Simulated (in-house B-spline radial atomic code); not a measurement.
# Si⁴⁺: [He] 2s2 2p6

Computed with an all-electron radial atomic-structure program (B-spline basis): Dirac-Kohn-Sham BP86, spherical fractional occupations, Fermi nucleus of rms radius 3.1224 fm.

Screening seen three ways: the hydrogenic charge with the same mean radius, Z_r = [3n² - l(l+1)]/(2<r>), the one with the same energy, Z_e = n√(-2ε), and Slater's rules. Values are occupation-weighted means over j.

| shell | electrons | ε (eV) | <r> (bohr) | Z_r | Z_e | Slater |
| --- | --- | --- | --- | --- | --- | --- |
| 1s | 2 | -1842 | 0.1112 | 13.49 | 11.64 | 13.70 |
| 2s | 2 | -192.51 | 0.5639 | 10.64 | 7.52 | 9.85 |
| 2p | 6 | -148.66 | 0.5306 | 9.42 | 6.61 | 9.85 |

The least bound orbital is 2p3/2 at -148.4 eV, while the most diffuse is 2s1/2 (<r> = 0.5639 bohr against 0.5313 bohr): energy order and size order differ.

Spin-orbit splittings of the orbital energies (j = l + 1/2 above j = l - 1/2 when positive): 2p 0.6597 eV.

For the 1s electron the small component carries 0.246 % of the norm, the zero-frequency Breit interaction raises the level by 1.123 eV, self-energy by 0.4803 eV, and vacuum polarisation lowers it by 0.02982 eV.
